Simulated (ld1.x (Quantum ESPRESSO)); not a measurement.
**Before and after: TM potential for thulium**

thulium, norm-conserving Troullier–Martins (Kleinman–Bylander form), made with ld1.x (Quantum ESPRESSO) 7.5 (PBE, fully relativistic). Core [Xe] 4f12, reference 5d1 6s2 6p0. Waves: 6s (bound): rc 2.60 bohr; 6p (bound, empty): rc 3.40 bohr; 5d (bound): rc 1.85 bohr. Local part: all-electron potential smoothed inside 1.55 bohr (lloc = -2). Core correction: none.

Open shells are filled in proportion to 2j + 1 (rel_dist='average').

All-electron outer shells of the reference configuration (PBE, scalar-relativistic, ld1.x):

```
shell  level (eV)  outermost node (bohr)  outermost maximum (bohr)
   5p      -30.39                   0.63                      1.24
   4f       -9.57                      –                      0.49
   6s       -4.49                   1.46                      3.17
   5d       -1.97                   0.71                      1.87
   6p       -1.34                   1.78                      4.39
```

Change: all radii scaled by about 1.22 (s 3.16, p 4.14, d 2.26 bohr); local potential all-electron potential smoothed inside 1.88 bohr (lloc = -2).

Cutoffs: the cutoffs (Ry, on a coarse ladder) from which the occupation-weighted sum of valence levels, in a spherical-Bessel basis at the reference potential, stays within 10 and 1 mRy of its value at 400 Ry; they do not see the model core or the augmentation charge, which bear on the density cutoff. Errors are all-electron minus pseudo energies relative to the spin-unpolarised reference configuration.

**Question.** How do hardness, ghosts and transferability respond?

**Answer.** The potential gets neither clearly harder nor softer (18 Ry and 25 Ry → 18 Ry and 25 Ry); the bound ghosts move from p, s to s; of the 7 tests that both files solve, the error grows in 2 and shrinks in 1 by more than 15 % and 0.3 meV (median size 44.1 → 43.0 meV).

```tsv
quantity	base	changed
cutoff, loose	18 Ry	18 Ry
cutoff, tight	25 Ry	25 Ry
loose cutoff by channel (10 mRy a level)	s 6 Ry, d 18 Ry	s 8 Ry, d 18 Ry
bound ghosts	s, p3/2, p1/2	s
error for 5d1 6s1 6p0, meV [ΔE 7.15 eV]	+2.5	+0.5
error for 5d1 6s0 6p0, meV [ΔE 20.08 eV]	+203	+207
error for 5d1 6s1.5 6p0, meV [ΔE 2.89 eV]	-0.5	-1.1
error for 5d1 6s1 6p1, meV [ΔE 3.23 eV]	+2.5	+4.1
error for 5d2 6s1 6p0, meV [ΔE 2.64 eV]	+44	+43
error for 5d0 6s2 6p1, meV [ΔE 1.19 eV]	+146	+159
error for 5d2 6s0 6p0, meV [ΔE 9.25 eV]	+161	+159
```

Base: These tests converged, but a pseudo level misses the all-electron one widely, so the file describes the atom poorly there or has found another state: 5d1 6s0 6p0: empty 6p by 3.4 eV. A true bound ghost makes a file unfit for plane-wave use even where its test errors are small: the radial tests pick states by their node count and pass the ghost by.
